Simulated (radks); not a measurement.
Coulomb parameter of the 4f shell of the gadolinium ion Gd+ in the model configuration [Xe] 4f7 5d1 6s1, as a second difference U = [E(n + 0.5) + E(n - 0.5) - 2 E(n)] / (0.5)^2 with all orbitals relaxed. "Bare": the charge of the atom changes with n. "Screened": the 5d shell takes up the change at fixed total charge, which measures U(4f,4f) + U(5d,5d) - 2 U(4f,5d). Calculated with a radial shooting solver on a logarithmic mesh with Libxc functionals: scalar-relativistic Kohn-Sham, PBEsol, spin-unpolarised, spherical densities, finite nucleus; Fermi nuclear charge, rms radius 5.1569 fm.

case                  configuration  E - E(n) (eV)
start              [Xe] 4f7 5d1 6s1          0.000
bare +0.5        [Xe] 4f7.5 5d1 6s1         -5.717
bare -0.5        [Xe] 4f6.5 5d1 6s1          9.572
screened +0.5  [Xe] 4f7.5 5d0.5 6s1         -2.744
screened -0.5  [Xe] 4f6.5 5d1.5 6s1          3.989

U(bare) = 15.418 eV, U(screened by 5d) = 4.980 eV, against the Slater integral F0(4f,4f) = 29.476 eV with frozen orbitals.
